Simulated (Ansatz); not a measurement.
System: sum formula H$_{3}$Si$_{2}$OCl$_{2}$, charge -1, multiplicity 1. It need not be the lowest isomer of its formula. Whether it binds its extra electron was not tested at this geometry. 
Geometry from a B3LYP-D3(BJ)/def2-TZVP (Ansatz, a first-principles code) optimisation:
```
O
Si 1 1.6254
Si 1 1.7030 2 138.42
H 2 1.4815 1 114.63 3 -31.94
H 2 1.4885 4 108.01 1 -125.50
H 2 1.4929 4 107.32 5 -113.92
Cl 3 2.2614 1 97.44 2 64.17
Cl 3 2.2747 1 96.57 2 -33.91
```
Charge -1, spin multiplicity 1.

Parts of the frozen-core correlation energy in cc-pwCVTZ (Ansatz, hartree). Frozen orbitals: 21; correlated occupied orbitals by spin: 16 and 16; virtual: 284 and 284. Spin-orbit coupling is left out. No relativistic terms.

| term | value |
|---|---|
| reference (HF) | -1573.80451 |
| MP2 opposite-spin | ___ |
| MP2 same-spin | ___ |
| CCSD correlation | ___ |
| (T) | -0.03921 |
| T1 diagnostic | 0.012 |
| largest doubles amplitude | 0.058 |

**Question.** Some entries are withheld; supply them.

**Answer.** 
- MP2 opposite-spin, value: -0.66520
- MP2 same-spin, value: -0.20851
- CCSD correlation, value: -0.92763
